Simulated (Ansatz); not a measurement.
Mulliken charges of `[F][Sn]([SH])([Cl])[Cl]` from B3LYP/def2-TZVPP in Ansatz (PBE0-D4/def2-TZVP geometry).

```csv
atom,x (Å),y (Å),z (Å),charge (e)
F1,-1.880,0.380,0.705,-0.448
Sn2,-0.327,-0.054,-0.301,1.218
S3,1.341,-0.979,1.084,-0.280
Cl4,-0.998,-1.567,-1.881,-0.309
Cl5,0.290,1.931,-1.269,-0.312
H6,1.616,0.226,1.616,0.131
```

Task: By hand: the dipole of these point charges (1 e Å = 4.8032 D).

Result: Σ q r = (0.498, -0.051, 0.203) e Å, of length 0.540 e Å = 2.59 D.

Task: How does the dipole of the full density compare? (Estimate.)

Result: Computed: (0.437, -0.045, 0.143) e Å, 2.22 D; the point charges give 1.17 times that, at 4° from its direction.

Point charges leave out the atoms' own dipoles, such as those of lone pairs, and Mulliken's split depends on the basis, so the two needn't agree.

B3LYP here is the variant with VWN-RPA as its local correlation; programs differ in this.
